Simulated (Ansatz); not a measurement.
System: GeH$_{2}$, charge 0, singlet. GeH2 (SMILES [GeH2]).
B3LYP-D3(BJ)/def2-TZVP minimum from Ansatz (an electronic-structure program):
```
Ge
H 1 1.5993
H 1 1.5993 2 90.65
```

Quantity: atomisation energy (electronic, to ground-state atoms), in kcal/mol. Radicals and triplets start from unrestricted determinants; spin-orbit coupling is neglected. Correlated methods leave the cores frozen (noble-gas shells, and filled d and f shells in the p block). No relativity. CBS(X,Y): correlation extrapolated as X^-3, Hartree-Fock from the larger set (Q,5: extrapolated as (X+1)exp(-9√X)). A bracket is a step between two methods taken in the basis named. Full CI freezes restricted core orbitals, also for open shells; the composite that ends in it estimates full CI at the basis-set limit. Where a partner has so few electrons that a lower coupled-cluster level is exact, that level stands in. The restricted determinant of H2Ge ([GeH2], singlet) is unstable towards broken spin symmetry in at least one set run.

CCSD(T)/CBS(cc-pVQZ,cc-pV5Z) + [CCSDT(Q) - CCSD(T)]/cc-pV5Z + [FCI - CCSDT(Q)]/cc-pVDZ (Ansatz) gives 141.5 kcal/mol.

How far off this value is PBE/def2-TZVPD (Ansatz), in which direction, and which of these levels come nearer: B3LYP/def2-TZVPD, CCSD(T)/CBS(cc-pVQZ,cc-pV5Z)?

PBE gives 138.8 kcal/mol, 2.7 kcal/mol below it. Differences of the others: B3LYP/def2-TZVPD (Ansatz) 1.3; CCSD(T)/CBS(cc-pVQZ,cc-pV5Z) (Ansatz) -0.2 kcal/mol. Nearer than PBE: B3LYP/def2-TZVPD, CCSD(T)/CBS(cc-pVQZ,cc-pV5Z).
